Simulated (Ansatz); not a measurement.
Cost and result for the atomization energy of CH$_{5}$FO$_{3}$Si, SMILES `O[SiH2]OC(O)F` (11 atoms, 10 bonds).

```xyz
11

O    -0.3256    0.7266    2.0334
Si   -0.2344    1.3133    0.5100
O     0.6248    0.3077   -0.4984
C     0.4871   -1.0500   -0.5420
O     0.7681   -1.5437   -1.7681
F    -0.8340   -1.3547   -0.1930
H    -0.9657    0.0316    2.1967
H     0.5618    2.5525    0.5568
H    -1.5852    1.5282   -0.0594
H     1.1159   -1.5627    0.1895
H     0.3872   -0.9489   -2.4254
```

Charge 0, multiplicity 1. The structure was optimised at the PBE0-D4/def2-TZVP level. It is one conformer, not always the lowest. Program: Ansatz. All runs use 4 threads of an Arm Neoverse V1 on a shared host. Times are those of one run each, without the atoms' runs, and a repeat can differ threefold. Electronic energies, without spin–orbit coupling; frozen cores. CCSD(T)/CBS adds CCSD(T) − MP2 in def2-TZVPP to the MP2 limit, and its time is that of the two runs behind it. T1 = 0.012. B3LYP takes the VWN-RPA correlation (the form of Gaussian; ORCA's B3LYP/G).

CCSD(T)/CBS is a level of theory with its own doubt, some kJ/mol a heavy atom from the limit and from the frozen cores, so smaller differences don't rank the functionals.

```
                             level  functions  wall time
   PBE-D4/def2-TZVPP (with forces)        267      2.9 s
                PBE0-D4/def2-TZVPP        267      3.6 s
 B3LYP-D4/def2-TZVPP (with forces)        267      5.5 s
r2SCAN-D4/def2-TZVPP (with forces)        267        6 s
                 B2PLYP/def2-TZVPP        267        7 s
                ωB97X-V/def2-TZVPP        267        9 s
  ωB97M-V/def2-TZVPP (with forces)        267       13 s
                    MP2/def2-QZVPP        505       28 s
                CCSD(T)/def2-TZVPP        267    5.9 min
                 CCSD(T)/CBS(def2)          –    6.3 min
```

Question: What atomization energy does each give, and how far from CCSD(T)/CBS? (Best estimate.)

Answer: Ansatz gave: 
```tsv
level	atomization (kcal/mol)	difference from CCSD(T)/CBS	per bond
PBE-D4/def2-TZVPP (with forces)	1036.7	16.2	1.6
PBE0-D4/def2-TZVPP	1007.8	-12.7	-1.3
B3LYP-D4/def2-TZVPP (with forces)	1010.2	-10.3	-1.0
r2SCAN-D4/def2-TZVPP (with forces)	1018.6	-1.9	-0.2
B2PLYP/def2-TZVPP	1003.8	-16.7	-1.7
ωB97X-V/def2-TZVPP	1019.7	-0.8	-0.1
ωB97M-V/def2-TZVPP (with forces)	1020.3	-0.2	0.0
MP2/def2-QZVPP	1038.3	17.8	1.8
CCSD(T)/def2-TZVPP	989.2	-31.3	-3.1
CCSD(T)/CBS(def2)	1020.5	0.0	0.0
```

From PBE to PBE0 (25 % exact exchange), in def2-TZVPP and without D4, the atomization energy moves by −28.2 kcal/mol: exact exchange takes away binding that semilocal exchange gives to molecules. The D4 term adds +7.9 kcal/mol with B3LYP and +4.1 kcal/mol with PBE0; it sums over pairs of atoms, weighted by their polarisabilities, and B3LYP, whose exchange is more repulsive, gets the larger term. In def2-TZVPP, CCSD(T) changes the Hartree–Fock value by +284.3 kcal/mol (the triples alone add +17.5 kcal/mol) and MP2 by +314.7 kcal/mol; breaking electron pairs costs correlation energy, which Hartree–Fock lacks.
